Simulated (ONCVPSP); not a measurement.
# u(r) = r·R(r): atom against pseudo-atom (Ca (Z = 20))

Columns: radius, all-electron u(r) and pseudo u(r) of the 3s shell (level -47.19 eV) of calcium in the configuration [Ne] 3s2 3p6 4s1.75 4p0.25; LDA (Perdew-Wang 92), scalar-relativistic, ONCV scheme, ONCVPSP 4.0.1.

| r (bohr) | all-electron | pseudo |
| --- | --- | --- |
| 0.118 | -0.1080 | 0.1190 |
| 0.235 | -0.5319 | 0.2461 |
| 0.353 | -0.3493 | 0.3843 |
| 0.470 | 0.0697 | 0.5282 |
| 0.588 | 0.4788 | 0.6746 |
| 0.705 | 0.7760 | 0.8062 |
| 0.822 | 0.9515 | 0.9065 |
| 0.940 | 1.0253 | 0.9682 |
| 1.058 | 1.0232 | 0.9870 |
| 1.175 | 0.9725 | 0.9594 |
| 1.292 | 0.8938 | 0.8916 |
| 1.410 | 0.8010 | 0.8009 |
| 1.528 | 0.7047 | 0.7046 |
| 1.645 | 0.6120 | 0.6120 |
| 1.763 | 0.5251 | 0.5250 |
| 1.880 | 0.4471 | 0.4471 |
| 1.998 | 0.3775 | 0.3775 |
| 2.115 | 0.3174 | 0.3173 |
| 2.232 | 0.2655 | 0.2655 |
| 2.350 | 0.2209 | 0.2209 |
| 2.468 | 0.1832 | 0.1832 |
| 2.585 | 0.1517 | 0.1517 |
| 2.702 | 0.1254 | 0.1254 |
| 2.820 | 0.1032 | 0.1032 |
| 2.938 | 0.0848 | 0.0848 |
| 3.055 | 0.0697 | 0.0697 |

Question: How many radial nodes do the two functions have?

Answer: The all-electron 3s function has n − l − 1 = 2 (the table is too coarse to show those close to the nucleus); the pseudo-wave has 0, since the states of the same l below it are removed with the core.

Question: At about which radius was the pseudo-wave matched?

Answer: 1.55 bohr. The columns agree to 0.0005 from 1.41 bohr on; several derivatives are matched, so the curves merge somewhat inside the radius.

Question: Is the pseudo-wave norm-conserving?

Answer: Yes: the ONCV scheme keeps the norm inside the radius equal to the all-electron one, which fixes the energy derivative of the logarithmic derivative at the level.
